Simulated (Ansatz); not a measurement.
Mulliken charges of Cl3H2InSe, SMILES `[Cl][In-]([Cl])([Cl])[SeH2+]` from r2SCAN/def2-TZVPP in Ansatz (PBE0-D4/def2-TZVP geometry).

```
atom   x (Å)   y (Å)   z (Å)  charge (e)
 Cl1  -1.510  -2.177   1.389      -0.370
 In2   0.178  -1.096   0.229       0.884
 Cl3   2.100  -0.489   1.392      -0.381
 Cl4   0.388  -1.508  -2.050      -0.381
 Se5  -0.917   1.515   0.001       0.007
  H6   0.361   2.113   0.413       0.121
  H7  -0.538   1.575  -1.419       0.121
```

Question: By hand: the dipole of these point charges (1 e Å = 4.8032 D).

Answer: Σ q r = (-0.260, 1.054, -0.183) e Å, of length 1.101 e Å = 5.29 D.

Question: How does the dipole of the full density compare? (An estimate is asked.)

Answer: The calculation gave: (-0.255, 0.988, -0.165) e Å, 4.96 D; the point charges give 1.07 times that, at 1° from its direction.

Point charges leave out the atoms' own dipoles, such as those of lone pairs, and Mulliken's split depends on the basis, so the close match here is no proof of good charges.
